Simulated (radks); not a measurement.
Question: Valence configurations of the palladium ion Pd+ (all share [Kr]). Calculated with a radial shooting solver on a logarithmic mesh with Libxc functionals: scalar-relativistic Kohn-Sham, BLYP, spin-unpolarised, spherical densities, finite nucleus; Fermi nuclear charge, rms radius 4.5318 fm. Order these by energy: 4d7.5 5p1.5; 4d8.5 5s0.5; 4d6 5p3; 4d7.5 5s1 5p0.5; 4d8 5p1; 4d7 5p2; 4d8 5s0.5 5p0.5; 4d9; 4d8 5s1; 4d7 5s2.

Answer: From the lowest, in eV above it: 4d9 0.000; 4d8.5 5s0.5 1.906; 4d8 5s1 4.302; 4d8 5s0.5 5p0.5 6.939; 4d8 5p1 9.624; 4d7.5 5s1 5p0.5 9.979; 4d7 5s2 10.693; 4d7.5 5p1.5 15.637; 4d7 5p2 22.489; 4d6 5p3 38.788. NIST lists [Kr] 4d9 as the ground configuration; this level of theory agrees among the configurations tried. The energies are those of spherical spin-averaged densities, not of single terms.
